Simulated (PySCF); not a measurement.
These are B3LYP-D3(BJ)/def2-TZVP // M06-2X/def2-TZVP (PySCF) values and carry that method's errors. All species are isolated molecules in the gas phase. B3LYP has the VWN-RPA correlation part, as in Gaussian. Delta-SCF ions had no search for a lower state. Excitations are Tamm–Dancoff values on a coarser integration grid. The basis has no diffuse functions, so Rydberg states are missing or too high.

Reference species (SMILES): `F[Si](F)(F)B` (neutral, multiplicity 1).

| Quantity | Result |
|---|---|
| vertical ionisation energy (Delta-SCF) | 12.09 eV |
| LUMO | -3.47 eV |
| S1–T1 gap (TDA) | 0.95 eV |

Changed species: `BC#CC` (X = propynyl; the reference has X = trifluorosilyl).

### Question
Give the shifts of the vertical ionisation energy (Delta-SCF), LUMO and S1–T1 gap (TDA).

### Answer
the vertical ionisation energy (Delta-SCF) drops by 2.40 eV, to 9.69 eV; the LUMO increases by 1.30 eV, to -2.17 eV; the S1–T1 gap (TDA) falls by 0.66 eV, to 0.29 eV.
